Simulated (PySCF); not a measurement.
# Ionisation energy of Sn by level of theory

Sn [Kr] 4d10 5s2 5p2 (3P) → Sn+ [Kr] 4d10 5s2 5p1 (2P), as a difference of total energies. Computed with PySCF 2.14 in x2c-TZVPPall (8s6p4d2f, 60 functions), with scalar relativity by spin-free X2C-1e. Correlated levels: valence and next inner shell: [Ar] 3d10 frozen. The calculations carry no spin-orbit coupling.

```csv
method,ionisation energy (eV)
UHF,6.859
MP2 (valence and next inner shell),7.254
SCS-MP2 (valence and next inner shell),7.144
CCSD (valence and next inner shell),7.228
CCSD(T) (valence and next inner shell),7.252
```

Q: How much does correlation contribute at CCSD(T) (valence and next inner shell)?

A: 7.252 − (6.859) = 0.393 eV, measured against UHF.

Errors of the correlated levels include the incompleteness of this basis and the frozen core.

For comparison: 7.389 eV (measured; NIST levels, between the centres of gravity of the two terms).
